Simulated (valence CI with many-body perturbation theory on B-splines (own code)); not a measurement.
Values are calculated unless marked as measured or tabulated.
## Pb XXXII: magnetic and hyperfine properties of the levels

Method: valence CI with perturbative core correlation (CI+MBPT): five valence electrons over a frozen Dirac-Fock core [Kr] 4d10, a basis of 7 s, 7 p, 7 d, 7 f, 4 g, 2 h functions for each j, with the one-electron correlation potential Σ1, the two-electron term Σ2, the three-electron term Σ3, Breit, model QED; selected CI, second order for the rest, scaled by the run's own slope (own B-spline code, finite nucleus).

The last digits are not significant, and no measured levels were compared; by estimate large intervals hold to a few tenths of a per cent, small ones and those within an open d or f shell to about a per cent. Among the levels kept, up to 960 cm⁻¹ of a level comes from second order outside the variational space, and about a tenth of that is noise between levels of different J, which matters for small intervals. Only levels of the ground parity were solved; by the run's estimate the other parity begins above the list, which can be wrong where configurations are misplaced.

A/g_I is the dipole constant over the nuclear g factor μ/I (μ in nuclear magnetons, uniformly magnetised nucleus), B/Q the quadrupole constant per barn. Both hold the static response of the core; the bare values leave it out. Large factors of s and p1/2 electrons are usually good to 5 to 10 %; those of open d and f shells near neutrality can be off by tens of per cent, and small factors of p3/2, d and f electrons come from cancelling terms and can be off by a factor of two or in sign, in half-filled shells by more. B is blank for J = 1/2, where it vanishes, and for nearly pure S terms. Energies count from the lowest level.

Levels are named by their leading jj configuration (3d3/2^4 stands for four electrons in 3d with j = 3/2), which in mixed levels can hold well under half, so a name can repeat and another be missing. Letters in brackets count levels of one name in rising energy.

| Level | E (eV) | g | A/g_I (MHz) | A/g_I bare | B/Q (MHz/b) | B/Q bare |
| --- | --- | --- | --- | --- | --- | --- |
| (4f5/2^5) J=5/2 | 0.000 | 0.549 | 7990 | 7150 | -6310 | -5700 |
| (4f5/2^4 4f7/2) J=7/2 [a] | 3.593 | 0.896 | 5240 | 5110 | -5330 | -4830 |
| (4f5/2^4 4f7/2) J=5/2 | 5.132 | 1.005 | 5200 | 5390 | -3250 | -2900 |
| (4f5/2^4 4f7/2) J=3/2 [a] | 5.554 | 0.907 | 6330 | 6370 | -1450 | -1280 |
| (4f5/2^3 4f7/2^2) J=9/2 [a] | 6.117 | 1.053 | 4280 | 4500 | -4710 | -4280 |
| (4f5/2^4 4f7/2) J=1/2 | 6.133 | -0.408 | 17600 | 15100 |  |  |
| (4f5/2^4 4f7/2) J=11/2 [a] | 7.727 | 1.116 | 4050 | 4440 | -4010 | -3680 |
| (4f5/2^3 4f7/2^2) J=7/2 [a] | 7.981 | 1.252 | 2840 | 3490 | -200 | -215 |
| (4f5/2^4 4f7/2) J=15/2 | 8.191 | 1.041 | 4730 | 4980 | 88.1 | -59.4 |
| (4f5/2^4 4f7/2) J=13/2 | 8.674 | 1.119 | 4160 | 4570 | -3370 | -3130 |
| (4f5/2^4 4f7/2) J=9/2 [a] | 9.968 | 1.284 | 2720 | 3450 | 2740 | 2400 |
| (4f5/2^3 4f7/2^2) J=5/2 [a] | 10.764 | 1.059 | 4460 | 4730 | -2820 | -2560 |
| (4f5/2^4 4f7/2) J=11/2 [b] | 11.612 | 1.219 | 3230 | 3830 | 3940 | 3480 |
| (4f5/2^3 4f7/2^2) J=15/2 [a] | 11.719 | 1.089 | 4150 | 4470 | -1940 | -1850 |
| (4f5/2^3 4f7/2^2) J=9/2 [b] | 12.020 | 0.911 | 5020 | 4910 | -2880 | -2600 |
| (4f5/2^3 4f7/2^2) J=3/2 [a] | 12.071 | 0.647 | 7490 | 6880 | -32.0 | -52.9 |
| (4f5/2^3 4f7/2^2) J=13/2 [a] | 12.383 | 0.997 | 4670 | 4770 | -1840 | -1700 |
| (4f5/2^3 4f7/2^2) J=5/2 [b] | 12.407 | 1.274 | 2980 | 3710 | -3780 | -3400 |
| (4f5/2^3 4f7/2^2) J=11/2 [a] | 12.481 | 1.051 | 4250 | 4460 | -692 | -656 |
| (4f5/2^3 4f7/2^2) J=7/2 [b] | 13.726 | 1.023 | 4730 | 4920 | -2810 | -2570 |
| (4f5/2^3 4f7/2^2) J=1/2 [a] | 13.758 | 0.387 | 13600 | 13000 |  |  |
| (4f5/2^3 4f7/2^2) J=17/2 [a] | 13.804 | 1.011 | 4650 | 4800 | 4740 | 4200 |
| (4f5/2^3 4f7/2^2) J=3/2 [b] | 14.251 | 1.899 | -3160 | -1290 | 1570 | 1380 |
| (4f5/2^3 4f7/2^2) J=7/2 [c] | 15.171 | 0.897 | 5170 | 5040 | 1150 | 1070 |
| (4f5/2^3 4f7/2^2) J=9/2 [c] | 15.458 | 1.048 | 4520 | 4760 | -1080 | -1010 |
| (4f5/2^3 4f7/2^2) J=15/2 [b] | 15.490 | 1.000 | 4780 | 4900 | 183 | 154 |
| (4f5/2^3 4f7/2^2) J=19/2 | 15.734 | 1.051 | 4450 | 4690 | 6190 | 5490 |
| (4f5/2^4 4f7/2) J=9/2 [b] | 15.782 | 1.025 | 4350 | 4500 | 3510 | 3130 |
| (4f5/2^3 4f7/2^2) J=11/2 [b] | 16.126 | 1.092 | 4150 | 4480 | 991 | 869 |
| (4f5/2^3 4f7/2^2) J=21/2 | 16.377 | 1.066 | 4430 | 4720 | 7920 | 7030 |
| (4f5/2^3 4f7/2^2) J=5/2 [c] | 16.460 | 0.843 | 6580 | 6460 | 1320 | 1160 |
| (4f5/2^3 4f7/2^2) J=13/2 [b] | 16.501 | 0.959 | 5090 | 5130 | -2720 | -2410 |
| (4f5/2^3 4f7/2^2) J=17/2 [b] | 16.749 | 1.015 | 4830 | 5010 | -260 | -235 |
| (4f5/2^3 4f7/2^2) J=13/2 [c] | 17.228 | 1.087 | 4330 | 4670 | 1330 | 1150 |
| (4f5/2^3 4f7/2^2) J=5/2 [d] | 17.270 | 1.268 | 2660 | 3340 | 62.3 | 65.7 |
| (4f5/2^3 4f7/2^2) J=7/2 [d] | 17.279 | 1.415 | 1350 | 2300 | 2280 | 2010 |
| (4f5/2^2 4f7/2^3) J=15/2 [a] | 17.383 | 1.095 | 3900 | 4210 | -226 | -261 |
| (4f5/2^4 4f7/2) J=3/2 [b] | 17.768 | 1.247 | 1020 | 1440 | 3050 | 2740 |
| (4f5/2^2 4f7/2^3) J=11/2 [a] | 18.163 | 0.986 | 4390 | 4430 | -963 | -839 |
| (4f5/2^3 4f7/2^2) J=9/2 [d] | 18.197 | 1.083 | 4120 | 4420 | 542 | 477 |

(1) Take the isotope of mass number 207, with I = 1/2, μ = 0.5906 μN. What is the hyperfine structure of (4f5/2^4 4f7/2) J=11/2 [a]?

Results:

(1) From the table A = 4780 MHz. Shifts from the centre of gravity in MHz: F = 5: -15500, F = 6: 13100.
